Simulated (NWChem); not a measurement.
System: CH₃O₂ cation; SMILES O=C[OH2+]

Output (shortened):

```
             Northwest Computational Chemistry Package (NWChem) 7.3.0
             --------------------------------------------------------

                             Geometry "geometry" -> ""
                             -------------------------

 Output coordinates in angstroms (scale by  1.889725989 to convert to a.u.)

  No.       Tag          Charge          X              Y              Z
 ---- ---------------- ---------- -------------- -------------- --------------
    1 O                    8.0000    -0.27573000     1.23505500    -0.07246900
    2 C                    6.0000     0.46249700     0.36093500    -0.01398400
    3 O                    8.0000    -0.16768700    -1.08581100     0.03684500
    4 H                    1.0000     1.55424900     0.20661500    -0.00107800
    5 H                    1.0000     0.32231600    -1.89355300     0.29286200
    6 H                    1.0000    -1.14148300    -1.15968700     0.12669900

 Effective nuclear repulsion energy (a.u.)      74.8391822404

  pbe96 is a nonlocal functional; adding pw91lda local functional.

                                 NWChem DFT Module
                                 -----------------

 Summary of "ao basis" -> "ao basis" (spherical)
 ------------------------------------------------------------------------------
       Tag                 Description            Shells   Functions and Types
 ---------------- ------------------------------  ------  ---------------------
 O                          def2-svp                 6       14   3s2p1d
 C                          def2-svp                 6       14   3s2p1d
 H                          def2-svp                 3        5   2s1p

 in cosmo_initialize ...

 solvent parameters
 solvname_short: unkn
 solvname_long:  unknown
 dielec:       25.0000

          ---------------
          -cosmo- solvent
          ---------------
 Cosmo: York-Karplus, doi: 10.1021/jp992097l
 dielectric constant -eps-     =  25.00
 screen = (eps-1)/(eps    )    =   0.96000
 surface charge correction     = lagrangian

   van der Waals surface
 --------------------------

 ---------- ATOMIC COORDINATES (A.U.) ------------ VDWR(ANG.) --
     1   -0.52105415    2.33391553   -0.13694655     1.720
     2    0.87399260    0.68206825   -0.02642593     2.000
     3   -0.31688248   -2.05188527    0.06962695     1.720
     4    2.93710473    0.39044574   -0.00203712     1.300
     5    0.60908892   -3.57829631    0.55342893     1.300
     6   -2.15709009   -2.19149066    0.23942639     1.300
 number of segments per atom =         32
 number of   points per atom =         32
 atom (   nspa,  nppa )
 ----------------------
    1 (     20,     0 )       0
    2 (     17,     0 )       0
    3 (     17,     0 )       0
    4 (     16,     0 )       0
    5 (     18,     0 )       0
    6 (     16,     0 )       0
 number of -cosmo- surface points =      104
 molecular surface =     77.918 angstrom**2
 molecular volume  =     56.045 angstrom**3
 G(cav/disp)       =      1.250 kcal/mol
 -lineq- algorithm             =   0
 -bem- low  level              =   2
 -bem- from -octahedral-
 gaussian surface charge width =   4.50000
 degree of switching           =   1.00000
 switching function tolerance  =   0.00010
 atomic radii =
 --------------
    1  8.000  1.720
    2  6.000  2.000
    3  8.000  1.720
    4  1.000  1.300
    5  1.000  1.300
    6  1.000  1.300
 ...... end of -cosmo- initialization ......

            General Information
            -------------------
          SCF calculation type: DFT
          Wavefunction type:  closed shell.
          No. of atoms     :     6
          No. of electrons :    24
           Alpha electrons :    12
            Beta electrons :    12
          Charge           :     1
          Spin multiplicity:     1
          Use of symmetry is: off; symmetry adaption is: off
          Maximum number of iterations: 150
          AO basis - number of functions:    57
                     number of shells:    27
          Convergence on energy requested:  1.00D-06
          Convergence on density requested:  1.00D-05
          Convergence on gradient requested:  5.00D-04

              XC Information
              --------------
          PerdewBurkeErnzerhof Exchange Functional  1.000
            Perdew 1991 LDA Correlation Functional  1.000 local
           PerdewBurkeErnz. Correlation Functional  1.000 non-local

             Grid Information
             ----------------
          Grid used for XC integration:  medium
          Radial quadrature: Mura-Knowles
          Angular quadrature: Lebedev.
          Tag              B.-S. Rad. Rad. Pts. Rad. Cut. Ang. Pts.
          ---              ---------- --------- --------- ---------
          O                   0.60       49           9.0       434
          C                   0.70       49           8.0       434
          H                   0.35       45           9.0       434
          Grid pruning is: on
          Number of quadrature shells:   282
          Spatial weights used:  Erf1

      Superposition of Atomic Density Guess
      -------------------------------------

 Sum of atomic energies:        -188.50495529

 Renormalizing density from      25.00 to     24

      Non-variational initial energy
      ------------------------------

 Total energy =    -184.569543
 1-e energy   =    -389.538029
 2-e energy   =     130.129304
 HOMO         =      -0.850973
 LUMO         =      -0.380025

   convergence    iter        energy       DeltaE   RMS-Dens  Diis-err
 ---------------- ----- ----------------- --------- --------- ---------
     COSMO gas phase
 d= 0,ls=0.0,diis     1   -189.4208187044 -2.64D+02  4.96D-02  2.59D+00
 d= 0,ls=0.0,diis     2   -187.9095078708  1.51D+00  4.31D-02  1.56D+01
 d= 0,ls=0.0,diis     3   -189.5875186058 -1.68D+00  9.92D-03  9.37D-01
 d= 0,ls=0.0,diis     4   -189.6702401044 -8.27D-02  2.67D-03  1.01D-01
 d= 0,ls=0.0,diis     5   -189.6792185706 -8.98D-03  7.46D-04  3.35D-03
  Resetting Diis
 d= 0,ls=0.0,diis     6   -189.6796328372 -4.14D-04  1.18D-04  9.44D-05
 d= 0,ls=0.0,diis     7   -189.6796442437 -1.14D-05  3.57D-05  2.54D-06
 d= 0,ls=0.0,diis     8   -189.6796435526  6.91D-07  3.03D-05  9.72D-06
 d= 0,ls=0.0,diis     9   -189.6796443818 -8.29D-07  1.03D-05  1.17D-06
 d= 0,ls=0.0,diis    10   -189.6796444865 -1.05D-07  2.35D-06  9.81D-08

   convergence    iter        energy       DeltaE   RMS-Dens  Diis-err
 ---------------- ----- ----------------- --------- --------- ---------
     COSMO solvation phase
 d= 0,ls=0.0,diis     1   -189.7993470145 -1.20D-01  4.22D-03  8.91D-03
 d= 0,ls=0.0,diis     2   -189.7973061575  2.04D-03  1.69D-03  4.50D-02
 d= 0,ls=0.0,diis     3   -189.8018626184 -4.56D-03  3.13D-04  2.52D-04
 d= 0,ls=0.0,diis     4   -189.8018999526 -3.73D-05  8.23D-05  3.27D-05
 d= 0,ls=0.0,diis     5   -189.8019032497 -3.30D-06  2.35D-05  4.31D-06
 d= 0,ls=0.0,diis     6   -189.8019037438 -4.94D-07  3.50D-06  1.27D-07

         Total DFT energy =     -189.801903743772
      One electron energy =     -395.554801457583
           Coulomb energy =      159.149879156299
    Exchange-Corr. energy =      -23.135676026840
 Nuclear repulsion energy =       74.839182240444

             COSMO energy =       -5.100487656092

 Numeric. integr. density =       23.999997842530

                                   COSMO solvation results
                                   -----------------------

                 gas phase energy =      -189.679644486476
                 sol phase energy =      -189.801903743772
 (electrostatic) solvation energy =         0.122259257296 (   76.72 kcal/mol)

                       DFT Final Molecular Orbital Analysis
                       ------------------------------------

 Vector   10  Occ=2.000000D+00  E=-4.683722D-01
              MO Center= -4.8D-03,  5.1D-01, -1.1D-02, r^2= 1.4D+00
   Bfn.  Coefficient  Atom+Function         Bfn.  Coefficient  Atom+Function
  ----- ------------  ---------------      ----- ------------  ---------------
     6      0.434308  1 O  pz                20      0.387153  2 C  pz
    34      0.255169  3 O  pz                 9      0.241683  1 O  pz
    37      0.168521  3 O  pz                23      0.161872  2 C  pz
     5      0.061471  1 O  py                 4     -0.055503  1 O  px
    33      0.051585  3 O  py                 3      0.032586  1 O  s

 Vector   11  Occ=2.000000D+00  E=-3.872501D-01
              MO Center= -1.7D-01, -5.5D-01, -3.0D-02, r^2= 1.5D+00
   Bfn.  Coefficient  Atom+Function         Bfn.  Coefficient  Atom+Function
  ----- ------------  ---------------      ----- ------------  ---------------
    34      0.572619  3 O  pz                37      0.400063  3 O  pz
     6     -0.300657  1 O  pz                 9     -0.193006  1 O  pz
    20     -0.101531  2 C  pz                31     -0.091755  3 O  s
     4     -0.080304  1 O  px                30     -0.070266  3 O  s
     5     -0.060871  1 O  py                19     -0.051396  2 C  py

 Vector   12  Occ=2.000000D+00  E=-3.496944D-01
              MO Center= -4.8D-02,  6.1D-01, -3.0D-02, r^2= 1.7D+00
   Bfn.  Coefficient  Atom+Function         Bfn.  Coefficient  Atom+Function
  ----- ------------  ---------------      ----- ------------  ---------------
     4      0.439564  1 O  px                 5      0.333975  1 O  py
     7      0.275490  1 O  px                33      0.267972  3 O  py
     8      0.224731  1 O  py                31      0.221688  3 O  s
    43     -0.199701  4 H  s                 36      0.181501  3 O  py
    30      0.126026  3 O  s                 16     -0.116202  2 C  s

 Vector   13  Occ=0.000000D+00  E=-1.178945D-01
              MO Center=  2.6D-01,  5.5D-01, -2.5D-02, r^2= 1.4D+00
   Bfn.  Coefficient  Atom+Function         Bfn.  Coefficient  Atom+Function
  ----- ------------  ---------------      ----- ------------  ---------------
    20      0.602039  2 C  pz                23      0.499290  2 C  pz
     6     -0.442859  1 O  pz                 9     -0.428027  1 O  pz
    34     -0.172465  3 O  pz                37     -0.142384  3 O  pz
    31      0.035384  3 O  s                 19      0.034586  2 C  py
    47      0.033318  4 H  pz                48     -0.030483  5 H  s

 Vector   14  Occ=0.000000D+00  E=-3.464415D-02
              MO Center=  8.2D-02, -6.0D-01,  1.1D-01, r^2= 2.9D+00
   Bfn.  Coefficient  Atom+Function         Bfn.  Coefficient  Atom+Function
  ----- ------------  ---------------      ----- ------------  ---------------
    31      0.824355  3 O  s                 17     -0.549464  2 C  s
    49     -0.447981  5 H  s                 19      0.412636  2 C  py
    44      0.406326  4 H  s                 54     -0.372219  6 H  s
    30      0.335947  3 O  s                 22      0.311827  2 C  py
    16     -0.305216  2 C  s                  5     -0.204106  1 O  py

 Vector   15  Occ=0.000000D+00  E= 2.004784D-02
              MO Center=  5.5D-01, -9.0D-01,  1.4D-01, r^2= 3.7D+00
   Bfn.  Coefficient  Atom+Function         Bfn.  Coefficient  Atom+Function
  ----- ------------  ---------------      ----- ------------  ---------------
    44     -1.045486  4 H  s                 17      0.956506  2 C  s
    49     -0.630153  5 H  s                 54     -0.456818  6 H  s
    36     -0.393405  3 O  py                16      0.383698  2 C  s
    33     -0.340238  3 O  py                22     -0.330572  2 C  py
    31      0.328861  3 O  s                 21      0.289947  2 C  px

     Multipole analysis of the density
     ---------------------------------

     L   x y z        total         alpha         beta         nuclear
     -   - - -        -----         -----         ----         -------
     0   0 0 0      1.000000    -12.000000    -12.000000     25.000000

     1   1 0 0      0.463068      0.266751      0.266751     -0.070434
     1   0 1 0     -2.092109     -1.530710     -1.530710      0.969310
     1   0 0 1      0.381106      0.143700      0.143700      0.093706

     2   2 0 0     -7.130496    -14.169791    -14.169791     21.209085
     2   1 1 0      1.558087     -0.593026     -0.593026      2.744139
     2   1 0 1     -0.084562     -0.077485     -0.077485      0.070408
     2   0 2 0     -6.064712    -51.937229    -51.937229     97.809745
     2   0 1 1     -1.169576      2.572152      2.572152     -6.313880
     2   0 0 2    -11.560000     -6.058311     -6.058311      0.556621
```

Level: PBE/def2-SVP, COSMO on the gas-phase geometry. Coordinates come from a PBE0/def2-SVP optimisation. COSMO prints the solvation energy as gas minus solution, so a positive value is a stabilisation.

Which NWChem input produces such a log?

This is not unique; one that fits is the input that was run:
```
start job
memory heap 200 mb stack 900 mb global 1100 mb
charge 1
geometry units angstroms noautosym nocenter noautoz
  O     -0.275730     1.235055    -0.072469
  C      0.462497     0.360935    -0.013984
  O     -0.167687    -1.085811     0.036845
  H      1.554249     0.206615    -0.001078
  H      0.322316    -1.893553     0.292862
  H     -1.141483    -1.159687     0.126699
end
basis spherical
  * library def2-svp
end
dft
  xc xpbe96 cpbe96
  iterations 150
end
cosmo
  dielec 25.0
end
task dft energy
```
